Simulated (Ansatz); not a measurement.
A nudged elastic band was laid between two geometries of AlClH₅InOSi (10 atoms, charge 0, multiplicity 1).

Theory: Ansatz 0.2.0, RKS PBE/def2-SVP.

```yaml
movable_images: 5
climbing_image: yes
spring: 5.0 eV/Å²
optimiser: quadratic models (default)
start_path: IDPP
force_threshold: 0.05 eV/Å
iteration_limit: 60
end_points: relaxed
```

First end point:

```xyz
10
Properties=species:S:1:pos:R:3
O -2.649 1.529 1.539
In -1.352 0.338 0.562
Cl 0.736 1.950 0.497
Si 0.109 -1.409 -0.671
Al 2.020 0.246 -0.503
H -3.504 1.068 1.663
H -0.068 -2.648 0.181
H -0.708 -1.665 -1.919
H 2.433 0.782 -1.954
H 3.066 -0.243 0.607
```

Last end point:

```xyz
10
Properties=species:S:1:pos:R:3
O -0.872 2.695 1.051
In -1.433 0.775 0.730
Cl -3.645 0.572 1.581
Si -0.234 -1.263 -0.347
Al 2.105 -0.742 -0.840
H 0.025 2.861 0.699
H -0.465 -2.371 0.649
H -1.088 -1.538 -1.561
H 2.448 0.051 -2.188
H 3.243 -1.091 0.229
```

**Question.** What changes between the two ends?

**Answer.** Bonds broken: Cl3–Al5. The dihedral Cl3–In2–Si4–H7 goes from 129 to -48°.

**Question.** Give the energies along the band, and the barrier.

**Answer.** The forces met the threshold. The highest image is number 6 of 0 to 6, 0.86 eV above the first end and 0.00 eV above the last; the last end lies 0.86 eV above the first. The highest image is an end point: on this band no image between the ends rises above it. The orbitals stay closed-shell, which can raise the energy where a bond breaks towards radicals; this wasn't checked here.

```tsv
image	path coordinate (Å)	energy (eV)	Cl3–Al5 (Å)	dihedral Cl3–In2–Si4–H7 (°)
0	0.00	0.00	2.36	129
1	1.63	0.01	2.36	104
2	3.27	0.76	3.88	73
3	4.90	0.81	5.21	44
4	6.54	0.82	5.80	11
5	8.17	0.85	6.25	-24
6	9.30	0.86	6.38	-48
```

The run took 67 s on 2 threads of Intel(R) Xeon(R) Platinum 8488C (Sapphire Rapids), with other jobs on the host, peak memory 0.19 GiB.
